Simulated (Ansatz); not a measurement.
Reaction (formal hydrolysis of the Sn–Si bond): `O[SiH2][SnH2][SiH3]` + H₂O → `O[SiH2][SnH2][OH]` + SiH₄

Computed with Ansatz on PBE0-D4/def2-TZVP structures; ΔE is electronic, products minus reactants. CCSD(T)/CBS is the MP2 limit (def2-TZVPP, def2-QZVPP) plus CCSD(T) − MP2 in def2-TZVPP, frozen cores. This one scheme is used for every species. DFT in def2-TZVPP. B3LYP here is the variant with VWN-RPA as its local correlation; programs differ in this. def2 core potentials past Kr. For Sn outer-core shells are correlated without core-valence functions, which leaves a few kJ/mol of doubt a bond. Each species was taken in one conformer, which may not be the lowest.

```tsv
level	ΔE (kJ/mol)
ωB97M-V	17.9
B3LYP	10.1
MP2/def2-TZVPP	20.7
CCSD/def2-TZVPP	19.1
```

Problem. What does CCSD(T)/CBS give? (Estimate.)

Solution. The calculation gave: +21.9 kJ/mol. The listed levels differ from it by -4.0, -11.8, -1.2, -2.8 kJ/mol.

Largest T1 diagnostic among the species: 0.014.

The D4 term adds +5.6 kJ/mol with B3LYP and +3.4 kJ/mol with PBE0; it sums over pairs of atoms, weighted by their polarisabilities, and B3LYP, whose exchange is more repulsive, gets the larger term. From PBE to PBE0 (25 % exact exchange), in def2-TZVPP and without D4, ΔE moves by +4.7 kJ/mol.
